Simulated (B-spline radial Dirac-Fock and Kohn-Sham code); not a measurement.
Level of theory: ΔSCF Dirac-Fock with Breit, self-energy and vacuum polarisation, finite nucleus, configuration average; a radial B-spline solver. The model has no electron correlation.

**Question.** Identify the element and charge state from the binding energies below (tabulated ground configuration; the least bound level is included).

| level | binding energy (eV) |
| --- | --- |
| K | 14491.5 |
| L1 | 2756.5 |
| L2 | 2572.5 |
| L3 | 2524.4 |
| M1 | 1018.8 |
| M2,3 | 962.2 |

**Answer.** Br²²⁺: Z = 35 with 13 electrons, [Ne] 3s2 3p1. The hydrogen-like estimate √(E/Ry) = 32.6 for the K level lies 2.4 below Z; the outermost level, at 962.2 eV, fixes the charge.

Values without a named source are computed, but for edge energies of neutral atoms, which are taken from tables.
